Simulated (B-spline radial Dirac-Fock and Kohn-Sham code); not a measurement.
## What relativity does to the binding energies of As⁶⁺

System: As⁶⁺, configuration [Ar] 3d9.

Both columns are ΔSCF binding energies of the configuration average from a radial atomic solver: non-relativistic Hartree-Fock with a point nucleus, and Dirac-Fock with a finite nucleus and the Coulomb interaction alone, averaged over the two j levels with weights 2j+1.

| shell | Hartree-Fock (eV) | Dirac-Fock (eV) | shift (eV) | shift (%) |
| --- | --- | --- | --- | --- |
| 1s | 11829.1 | 12008.3 | +179.29 | +1.52 |
| 2s | 1613.7 | 1654.1 | +40.43 | +2.51 |
| 2p | 1444.3 | 1453.9 | +9.60 | +0.66 |
| 3s | 310.9 | 318.1 | +7.15 | +2.30 |
| 3p | 252.2 | 254.1 | +1.89 | +0.75 |
| 3d | 150.7 | 149.8 | -0.87 | -0.58 |

Relativity binds 1s, 2s, 2p, 3s, 3p more strongly, among those listed most of all 2s in relative terms, and 3d more weakly, because the contracted s and p shells screen the nucleus better.

Values without a named source are computed, but for edge energies of neutral atoms, which are taken from tables.
